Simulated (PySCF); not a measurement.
ZnH₂, SMILES [ZnH2]. Geometry optimised at PBE-D3(BJ)/def2-TZVPD. The isomer is the one that the SMILES or the coordinates give; other isomers of the formula were not compared.

Computed equilibrium geometry at PBE-D3(BJ)/def2-TZVPD (PySCF confirms it by a frequency run) as Cartesian coordinates in Å, and its point group:
point group D∞h.
```xyz
3

Zn     0.0000     0.0000     0.0000
H      0.0000     0.0000    -1.5458
H      0.0000     0.0000     1.5458
```
